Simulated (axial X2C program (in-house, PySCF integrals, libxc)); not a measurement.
**Nuclear properties of GaSi**

Calculated with an axial X2C code built on PySCF integrals: two-component X2C with atomic mean-field Coulomb and Gaunt terms, Gaussian nuclei, basis Ga dyall-cv3z, Si dyall-v3z with contracted cores.

R = 2.424 Å (near the PBE0 minimum at charge 0 of the determinant lowest at the starting distance; the state shown can have its own minimum elsewhere).

Determinant lowest in the PBE0 search, Ω = 3/2 (⟨Sz⟩ = 1.50, ⟨Lz⟩ = 0.00 at PBE0), spin on the atoms Ga 0.43, Si 1.07:

| level | Eeff magnitude (GV/cm) | Ws magnitude Ga (kHz) | A∥/gI Ga (MHz) | qzz Ga (a.u.) | A∥/gI Si (MHz) | qzz Si (a.u.) | μ (D) |
| --- | --- | --- | --- | --- | --- | --- | --- |
| PBE0 | 1.22 | 0.375 | -7.79 | -1.78 | -58.7 | -0.25 | -1.41 |
| HF | 1.48 | 0.454 | -138 | -2.14 | -86.8 | -0.11 | -1.89 |
| r2SCAN | 1.24 | 0.383 | -29.7 | -1.77 | -33 | -0.27 | -1.25 |
| B3LYP | 1.16 | 0.359 | 33.6 | -1.72 | -29.5 | -0.27 | -1.28 |
| TPSSh | 1.23 | 0.379 | 19.4 | -1.75 | -20.8 | -0.24 | -1.38 |

Determinant 0.81 eV from it at PBE0 and this distance, Ω = 1/2 (⟨Sz⟩ = 0.50, ⟨Lz⟩ = 0.00 at PBE0), spin on the atoms Ga 0.21, Si 0.29:

| level | Eeff magnitude (GV/cm) | Ws magnitude Ga (kHz) | A∥/gI Ga (MHz) | qzz Ga (a.u.) | A∥/gI Si (MHz) | qzz Si (a.u.) | μ (D) |
| --- | --- | --- | --- | --- | --- | --- | --- |
| PBE0 | 1.42 | 1.27 | 253 | -1.63 | 50.5 | -0.39 | -1.16 |
| HF | 1.87 | 1.67 | -128 | -1.99 | -77.1 | -0.36 | -1.56 |
| r2SCAN | 1.51 | 1.35 | 315 | -1.54 | 78.2 | -0.43 | -0.95 |
| B3LYP | 1.31 | 1.18 | 308 | -1.57 | 82.2 | -0.42 | -1.04 |
| TPSSh | 1.47 | 1.31 | 298 | -1.57 | 88.1 | -0.41 | -1.11 |

Eeff is the effective electric field on the electron electric dipole moment in this Ω state and Ws the scalar–pseudoscalar constant of the nucleus named (defined with the proton number Z and per Ω); A∥ (defined per Ω) follows by multiplying with gI = μI/(I μN); qzz is the electric field gradient, eQq0 = 234.96 MHz × Q/barn × qzz; μ is positive if the Si end (last atom) is positive. The operators were transformed with the bare-nucleus X2C matrices; with these basis sets, hyperfine constants and field gradients can be off by tens of per cent, and where levels differ in sign neither size nor sign is settled.

Q: With Q(69Ga) = 0.171 barn (Q from Pyykkö, Mol. Phys. 2018), turn the PBE0 values of the first state into constants in MHz.

A: eQq0(69Ga) = 234.96 × (0.171) × (-1.78) = -71.5 MHz.

Each state is one determinant with collinear spin, which with several unpaired electrons need not be a pure state. Unrestricted Hartree–Fock can overshoot spin polarisation at the nuclei. This is the top spin component of a Σ state; components of lower Ω are not single determinants and can lie lower. With several open shells hyperfine constants can be off by a factor of several. States lie within half an eV, so the first need not be the ground state. Further determinants of the search, some of them spin-mixed, are not shown. Where a field gradient or hyperfine factor spreads by more than a factor of two over the levels, a constant derived from it is not to be relied on. PBE0 term energies can be off by some tenths of an eV.
